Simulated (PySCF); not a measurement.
**Cost of excited-state runs on `[NH2+]c1ccccc1`, [C$_{6}$H$_{7}$N]+, doublet, charge +1**

Bonds (- single, = double, # triple, : aromatic): N1-C2 1.326 Å, C2:C3 1.429 Å, C3:C4 1.369 Å, C4:C5 1.403 Å, C5:C6 1.403 Å, C6:C7 1.369 Å, C7:C2 1.429 Å. N1 carries H8, H9; C3 carries H10; C4 carries H11; C5 carries H12; C6 carries H13; C7 carries H14. Formal charges: N1 +1.

Total charge +1.

PySCF with density fitting, on 1 thread of an Arm Neoverse V1, shared host. Command: `OMP_NUM_THREADS=1 python excited_run.py task.json out`

(1) How long does each of these runs take, and how much memory?
- open-shell absorption, CAM-B3LYP/def2-SVPD; 10 states; Tamm-Dancoff; IEF-PCM tetrahydrofuran
- open-shell absorption, CAM-B3LYP/def2-SVPD; 10 states; Tamm-Dancoff

Answers

(1) 
| run | level | basis functions | wall time | peak memory (GiB) |
| --- | --- | --- | --- | --- |
| open-shell absorption | CAM-B3LYP/def2-SVPD | 196 | 49 s | 0.84 |
| open-shell absorption | CAM-B3LYP/def2-SVPD | 196 | 61 s | 0.75 |

Times from a shared host are rough.
